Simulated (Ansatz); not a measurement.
Ni2Pt. The state is a triplet with charge 0. Geometry PBE-D4/def2-TZVP; atoms count from 1.

```tsv
atom	x (Å)	y (Å)	z (Å)
Pt1	0.760	1.085	-0.406
Ni2	-0.039	-1.117	-0.693
Ni3	-0.721	0.032	1.099
```

In the def2 sets Pt takes a core potential; there is no spin–orbit coupling. The structure comes from a short search, and lower isomers may exist.

Problem. Estimate the Mulliken populations from the PBE0/def2-TZVP orbitals of Ansatz.

Solution. 
| atom | charge (e) | spin (α − β) | d electrons |
| --- | --- | --- | --- |
| Pt1 | -0.25 | 0.10 | 9.39 |
| Ni2 | 0.12 | 1.01 | 8.90 |
| Ni3 | 0.13 | 0.89 | 9.02 |
Mulliken values and Mayer orders depend strongly on the basis.

Problem. Where does the spin sit?

Solution. Summed by element: Pt 0.10, Ni 1.90, of 2 unpaired in all. Largest on single atoms: Ni2 1.01, Ni3 0.89, Pt1 0.10.

Problem. And the Mayer bond orders between bonded heavy atoms (over 0.3)?

Solution. Pt1–Ni2 0.96 (2.36 Å); Pt1–Ni3 0.82 (2.36 Å); Ni2–Ni3 0.61 (2.24 Å).
